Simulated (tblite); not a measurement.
C4H7Cl3.
Numbering: `[CH3:1][CH:2]([CH3:3])[C:4]([Cl:5])([Cl:6])[Cl:7]` (hydrogens: H8, H9, H10 on C1; H11 on C2; H12, H13, H14 on C3)

Computed with GFN2-xTB (tblite), gas phase: nudged elastic band of 9 images (0 to 8), spring 0.2 eV/Å², climbing image at the end, force threshold 0.05 eV/Å. The top image wasn't refined or checked by frequencies; at this threshold it can lie a kcal/mol or more above the true saddle point of the method.

The band describes a rotation about C2–C4 (sp3 CH carbon, CCl3 carbon), followed by the dihedral C3–C2–C4–Cl6, from the optimised start (62°) to a second optimised geometry at -178°.

Task: How does the energy change from image to image?

Result: 
| image | dihedral (°) | E (kJ/mol) | C2–C4 (Å) | C3···Cl6 (Å) | largest true force (eV/Å) |
| --- | --- | --- | --- | --- | --- |
| 0 | 62 | 0.00 | 1.528 | 3.16 | 0.01 |
| 1 | 76 | 3.85 | 1.531 | 3.37 | 0.06 |
| 2 | 91 | 12.57 | 1.539 | 3.58 | 0.08 |
| 3 | 107 | 20.55 | 1.547 | 3.76 | 0.05 |
| 4 | 122 | 23.97 | 1.550 | 3.91 | 0.03 |
| 5 | 137 | 21.42 | 1.548 | 4.01 | 0.04 |
| 6 | 153 | 13.82 | 1.540 | 4.08 | 0.08 |
| 7 | 167 | 4.62 | 1.532 | 4.11 | 0.07 |
| 8 | -178 | 0.00 | 1.528 | 4.11 | 0.01 |

Barriers of this band. The top is image 4 at 122°: 24.0 kJ/mol in either direction, as the ends lie within 0.002 eV of each other. The central bond is 0.022 Å longer at the top than at the start.

Task: What rate follows at 250 K for crossing this barrier forward?

Result: Taking the electronic barrier for the free energy of activation (no zero-point or entropy terms, transmission 1), rate = (kT/h)·exp(−ΔE/kT) ≈ 5 × 10^7 s⁻¹, whose inverse is 2 × 10^-8 s. An error of 1 kcal/mol in the barrier changes this by a factor of 7, and the method and the loose band can each miss by that much or more.

Task: How long is the path, and how are the images spaced?

Result: Cartesian distances between aligned neighbours (all atoms, Å): 0.64, 0.64, 0.65, 0.65, 0.65, 0.66, 0.67, 0.68; the sum is 5.23 Å, and the top lies 49 % of the way along.

The cost below is that of the whole band run. Hardware: one thread of an Arm Neoverse V2, on a shared host. Cost: 2.4 s of wall time, 0.18 GiB resident at most.
